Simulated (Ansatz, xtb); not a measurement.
# Two isomers of FGe2H7Si

Structure I is `[F][GeH2][SiH2][GeH3]`, a singlet and structure II is `[F][Ge@@H]([SiH3])[GeH3]`, a singlet. Both are isolated molecules in the gas phase, relaxed with PBE0-D3(BJ)/def2-SVP; the shapes shown needn't be the lowest conformers.

I (Å):

```json
{"atom": "F", "x (Å)": "-1.4378", "y (Å)": "-1.1897", "z (Å)": "-0.4071"}
{"atom": "Ge", "x (Å)": "-1.3392", "y (Å)": "0.1576", "z (Å)": "0.7215"}
{"atom": "Ge", "x (Å)": "1.4346", "y (Å)": "0.0769", "z (Å)": "-1.8509"}
{"atom": "Si", "x (Å)": "0.6158", "y (Å)": "1.3276", "z (Å)": "0.0053"}
{"atom": "H", "x (Å)": "-1.2477", "y (Å)": "-0.4841", "z (Å)": "2.1181"}
{"atom": "H", "x (Å)": "-2.6635", "y (Å)": "0.9260", "z (Å)": "0.5590"}
{"atom": "H", "x (Å)": "1.6182", "y (Å)": "1.3798", "z (Å)": "1.1142"}
{"atom": "H", "x (Å)": "0.2617", "y (Å)": "2.7257", "z (Å)": "-0.3906"}
{"atom": "H", "x (Å)": "0.3635", "y (Å)": "0.0302", "z (Å)": "-2.9509"}
{"atom": "H", "x (Å)": "2.7064", "y (Å)": "0.7376", "z (Å)": "-2.4168"}
{"atom": "H", "x (Å)": "1.7727", "y (Å)": "-1.3513", "z (Å)": "-1.3972"}
```

II (Å):

```xyz
11

F    -1.4507   -2.0102   -2.3057
Ge   -1.1521   -0.4685   -1.5116
Ge    1.2460   -0.3520   -1.1563
Si   -2.4517   -0.4790    0.4910
H    -1.6292    0.6045   -2.5152
H    -2.2457    0.8278    1.1885
H    -3.9012   -0.6549    0.1809
H    -1.9852   -1.5866    1.3768
H     1.6849   -1.4867   -0.2161
H     1.9942   -0.4750   -2.4937
H     1.5929    0.9998   -0.5040
```

Task: Estimate which is lower in electronic energy at CCSD(T)/def2-SVP + ΔMP2/def2-TZVPP, and by roughly how much.

Result: Not settled: CCSD(T)/def2-SVP + ΔMP2/def2-TZVPP gives E(II) − E(I) = −10.4 kJ/mol, but this leans on the basis-set step: CCSD(T) alone gives −3.3 kJ/mol.

How the difference moves with the method:

| level | geometry | E(II) − E(I) (kJ/mol) | departure from the last row (kJ/mol) | job, with rough time for the two |
| --- | --- | --- | --- | --- |
| PBE0-D3(BJ)/def2-SVP | PBE0-D3(BJ)/def2-SVP | −2.7 | +7.7 | optimisation, 2.9 min |
| HF/def2-SVP | PBE0-D3(BJ)/def2-SVP | −6.7 | +3.7 | part of the CCSD(T) run |
| MP2/def2-SVP | PBE0-D3(BJ)/def2-SVP | −3.2 | +7.2 | part of the CCSD(T) run |
| CCSD(T)/def2-SVP | PBE0-D3(BJ)/def2-SVP | −3.3 | +7.1 | single point |
| CCSD(T)/def2-SVP + ΔMP2/def2-TZVPP | PBE0-D3(BJ)/def2-SVP | −10.4 |  | single point, 73 s |

As drawn, II has 1 Ge–Ge, 1 Si–H in place of 1 Ge–Si, 1 Ge–H.

The largest departure from CCSD(T)/def2-SVP + ΔMP2/def2-TZVPP is that of PBE0-D3(BJ)/def2-SVP, 7.7 kJ/mol. Levels run at GFN2-xTB geometries aren't shown. The last row adds to CCSD(T) the change of the MP2 difference between the two basis sets, here −7.1 kJ/mol.

With thermal terms from frequencies at re-optimised GFN2-xTB minima (ideal gas, soft modes damped towards free rotors, one conformer each, 298.15 K, 1 atm): the zero-point term adds −1.5 kJ/mol; ΔH is −10.4 and ΔG −14.3 kJ/mol.

The correlated steps freeze 24 core orbitals; the filled d shell of Ge is correlated, in a basis made for valence electrons. Mirror images aren't counted in ΔG. Codes used: Ansatz 0.2.0, xtb 6.7.1; the last row on 2 threads of Intel(R) Xeon(R) Platinum 8259CL CPU @ 2.50GHz (Skylake/Cascade Lake) on a shared host.
